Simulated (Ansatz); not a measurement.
`[OH][GaH][SiH2]F` + HI → `F[SiH2]I` + `[OH][GaH2]` at 298.15 K and 1 bar (cleavage of the Si–Ga bond).

Computed with Ansatz on PBE0-D4/def2-TZVP structures; ΔE is electronic, products minus reactants. CCSD(T)/CBS adds triple-zeta CCSD(T) − MP2 to the extrapolated MP2 energy (def2 sets, frozen cores). def2 core potentials past Kr. For Ga, I outer-core shells are correlated without core-valence functions, which leaves a few kJ/mol of doubt a bond. Scalar relativity is left out up to krypton. One conformer a species, not always the lowest.

| species | CCSD(T)/CBS energy (Eh) | H − E (kJ/mol) | S (J/(mol·K)) |
| --- | --- | --- | --- |
| `[OH][GaH][SiH2]F` | -2390.47364 | 127.0 | 352.3 |
| HI | -298.03592 | 22.7 | 206.5 |
| `F[SiH2]I` | -687.61044 | 68.1 | 301.0 |
| `[OH][GaH2]` | -2000.92981 | 82.7 | 263.1 |

H − E and S are ideal-gas, rigid-rotor, harmonic terms from PBE0-D4/def2-TZVP, for one conformer and one mirror image of each species. 1 Eh = 2625.50 kJ/mol, R = 8.31446 J/(mol·K).

Task: By hand: ΔE, ΔH, ΔS and ΔG.

Result: ΔE = (-687.61044) + (-2000.92981) − (-2390.47364) − (-298.03592) = -0.03069 Eh = -80.6 kJ/mol. Δ(H − E) = 68.1 + 82.7 − 127.0 − 22.7 = 1.1, so ΔH = -79.5 kJ/mol. ΔS = 301.0 + 263.1 − 352.3 − 206.5 = 5.3 J/(mol·K). ΔG = -79.5 − 298.15 × (5.3)/1000 = -81.1 kJ/mol.

Task: By hand: the equilibrium constant, and the temperature at which ΔG would vanish if ΔH and ΔS stayed fixed.

Result: log₁₀ K = −ΔG/(RT ln 10) = 14.2. ΔH and −TΔS have one sign here, so there is no such temperature.

The number of gas molecules stays the same, so ΔS is small and ΔH decides. A doubt of 5 kJ/mol in ΔE shifts log₁₀ K by 0.9 here. Other conformers and mirror images would add mixing entropy, several J/(mol·K) or more a flexible species. Modes under 60 cm⁻¹, often nearly free rotors, make the harmonic entropy too high. These are equilibria of isolated gas molecules and say nothing of rates. Largest T1 diagnostic: 0.015 (customary marks: 0.02 for closed shells, 0.045 for open ones).

ΔS is within the doubt of such terms, so its sign, and with it that verdict, could turn.
